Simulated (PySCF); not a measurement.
Compound: C3H4BBrF2.
Numbering: `[BH2:1]/[C:2]([F:3])=[C:4](\[Br:5])[CH2:6][F:7]` (hydrogens: H8, H9 on B1; H10, H11 on C6)

Computed by this run: PBE0-D3(BJ)/def2-SVP geometry optimisation, gas phase in PySCF; density fitting, grid level 1; the optimiser is geomeTRIC in internal coordinates, started from a GFN2-xTB structure with every atom displaced at random (about 0.01 Å).

Step 1: E = -79297.5024 eV
```
atom  x, y, z in Å  |  force x, y, z in eV/Å
B1      2.0822    0.5084    0.5449    0.286  -0.456  -0.206
C2      0.6723    0.4744   -0.0616   -0.465  -0.351  -0.036
F3      0.3996    1.4013   -1.0066   -0.037   0.197   0.101
C4     -0.3488   -0.4003    0.1818    0.366   0.206  -0.249
Br5    -0.1690   -1.8284    1.3616   -0.061  -0.045   0.115
C6     -1.6927   -0.2728   -0.4729   -0.090   0.088  -0.069
F7     -2.2184   -1.4814   -0.8246    0.111   0.068   0.079
H8      2.8094    1.4106    0.2233    0.021   0.101   0.106
H9      2.4895   -0.4277    1.1996   -0.158   0.324   0.059
H10    -1.6077    0.3681   -1.3680    0.053  -0.095   0.100
H11    -2.3797    0.2237    0.2384   -0.025  -0.036   0.000
```

Step 2: E = -79297.5297 eV
```
atom  x, y, z in Å  |  force x, y, z in eV/Å
B1      2.1003    0.4788    0.4889   -0.052  -0.006   0.262
C2      0.6781    0.4530   -0.1012    0.021  -0.024   0.074
F3      0.3744    1.4457   -0.9688   -0.059  -0.049  -0.043
C4     -0.3366   -0.4151    0.1562    0.133   0.076  -0.093
Br5    -0.1879   -1.8291    1.3647    0.064   0.000  -0.017
C6     -1.6878   -0.2732   -0.4730   -0.083   0.050   0.038
F7     -2.2206   -1.4844   -0.7947   -0.011  -0.014  -0.020
H8      2.8179    1.4183    0.2564    0.002  -0.038  -0.121
H9      2.4624   -0.4033    1.2233   -0.005   0.011  -0.055
H10    -1.6007    0.3487   -1.3766   -0.002  -0.004  -0.008
H11    -2.3626    0.2363    0.2406   -0.008  -0.002  -0.018
```

**Question.** Estimate the geometry and energy of step 3. (The exact step hangs on the optimiser's Hessian estimate; all steps are aligned on step 2, rigid shifts and turns removed.)

**Answer.** E = -79297.5357 eV, largest force 0.093 eV/Å
```
atom  x, y, z in Å  |  force x, y, z in eV/Å
B1      2.0925    0.4781    0.5101   -0.007   0.093   0.001
C2      0.6801    0.4577   -0.1031   -0.050  -0.002  -0.027
F3      0.3737    1.4345   -0.9880    0.075   0.031   0.027
C4     -0.3326   -0.4109    0.1455    0.016  -0.026   0.048
Br5    -0.1482   -1.8303    1.3434   -0.064  -0.050   0.000
C6     -1.6927   -0.2688   -0.4702    0.018  -0.025   0.015
F7     -2.2203   -1.4792   -0.8029   -0.016  -0.020  -0.006
H8      2.8252    1.3936    0.2325    0.018  -0.022  -0.042
H9      2.4408   -0.3902    1.2639   -0.011   0.017  -0.009
H10    -1.6150    0.3624   -1.3678    0.004   0.009  -0.011
H11    -2.3666    0.2288    0.2524    0.017  -0.004   0.003
```

The energy changes by -0.0060 eV. The first-order estimate −F·Δx gives -0.0143 eV and the mean of the old and new forces, exact on a quadratic surface, -0.0060 eV. The step makes an angle of 65° with the force vector and moves no atom by more than 0.048 Å.

The cost below is that of the whole optimisation. The run took 1.9 min on one thread, Arm Neoverse V1 (aarch64), shared host with 32 logical CPUs at a one-minute load of 36, and the process peaked at 0.51 GiB of memory.
